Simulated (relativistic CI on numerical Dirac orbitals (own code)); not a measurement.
Hyperfine structure of Er XVIII, mass number 167

Method of calculation: Dirac-Coulomb-Breit CI, orbitals from a KLI potential per configuration, QED by a radiative potential, unscaled Slater integrals (own radial code, finite nucleus).

Configuration list (outside the closed core [Ar] 3d10 4p6 4d10): 4s2.4f5, 4s2.4f4.5s, 4s2.4f3.5s2, 4s2.4f3.5s.5p, 4s2.4f4.5p, 4s2.4f3.5p2, 4s2.4f4.6s, 4s.4f6. Levels of other configurations are missing.

Nuclear spin I = 7/2, μ = -0.5623 μN, Q = 3.57 b (tables of Stone and Pyykkö). The electronic factors are computed for point nuclear moments, without core polarisation or the Bohr-Weisskopf and QED corrections.

```
           Level  E (cm⁻¹)  A (MHz)  B (MHz)
 4s2.4f5 6H°_5/2       0.0   -398.4    -5940
 4s2.4f5 6H°_7/2    3493.5   -277.1    -5070
 4s2.4f5 6H°_9/2    7294.6   -226.1    -5240
4s2.4f5 6H°_11/2   11188.6   -203.6    -6050
4s2.4f5 6H°_13/2   15049.1   -194.8    -7360
 4s2.4f5 6F°_1/2   15285.5     -795         
 4s2.4f5 6F°_3/2   15644.8   -290.8     -604
 4s2.4f5 6F°_5/2   16746.5   -209.7     -637
```

Levels with J = 0, under 50 % of one LS term, or S terms without an open s electron are left out. Small factors come from cancelling terms and can be off by tens of per cent or more.

At this charge energies of transitions that change n are usually good to better than 1 %, and those within a shell (Δn = 0) to a few per cent. Terms inside the open d or f shell come out 10 to 20 % too wide with unscaled integrals.

Give the hyperfine levels of 4s2.4f5 6H°_5/2 relative to its centre of gravity.

With K = F(F + 1) − I(I + 1) − J(J + 1), E = AK/2 + B[¾K(K + 1) − I(I + 1)J(J + 1)]/[2I(2I − 1)J(2J − 1)]: F = 1: 1300, F = 2: 2200, F = 3: 2914, F = 4: 2678, F = 5: 474.3, F = 6: -4971 MHz.

LS names give the leading component of a level, which can be under half, so a name can repeat, a term be missing and a line seem to break the LS rules.
